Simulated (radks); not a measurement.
All-electron atom: V2+ in [Ar] 3d3.

All-electron calculation, scalar-relativistic Kohn-Sham, exchange-only LDA, spin-polarised, spherical densities, point nucleus; open shells are filled with parallel spins first. Program: a radial shooting solver on a logarithmic mesh with Libxc functionals.

Energy parts (hartree):
| part | energy |
|---|---|
| total | -944.51613 |
| kinetic | 954.06293 |
| electron-nucleus | -2240.71718 |
| Hartree | 383.15732 |
| exchange | -41.01919 |

Orbitals (lengths in bohr, moments of r in powers of bohr; r(max) is where P^2 peaks):
| orbital | occ. | eigenvalue (hartree) | r(max) | <r^4> |
|---|---|---|---|---|
| 1s up | 1 | -197.1641 | 0.04358 | 0.00009132 |
| 1s down | 1 | -197.1648 | 0.04358 | 0.00009132 |
| 2s up | 1 | -22.63260 | 0.2563 | 0.02249 |
| 2s down | 1 | -22.58863 | 0.2561 | 0.02235 |
| 2p up | 3 | -19.01664 | 0.2081 | 0.01780 |
| 2p down | 3 | -18.98264 | 0.2080 | 0.01765 |
| 3s up | 1 | -3.16477 | 0.8205 | 1.773 |
| 3s down | 1 | -3.04301 | 0.8204 | 1.780 |
| 3p up | 3 | -2.21422 | 0.8450 | 2.610 |
| 3p down | 3 | -2.09327 | 0.8451 | 2.632 |
| 3d up | 3 | -0.78454 | 0.8850 | 11.78 |
| 3d down | 0 | -0.66631 | 0.8889 | 13.59 |

The highest occupied level is 3d up at -21.348 eV. Spin moment in Bohr magnetons: 3. Summed over all electrons, <r^2> = 16.94 bohr^2, which gives a Langevin (diamagnetic) susceptibility term of -13.4 x 10^-6 cm^3/mol. For comparison, the ionisation energy in NIST's Atomic Spectra Database is 29.311 eV (measured). In exact Kohn-Sham theory the highest level is minus the ionisation energy, but local and semilocal functionals leave it too shallow, through self-interaction and a potential that decays too fast; potentials with the right tail come closer.
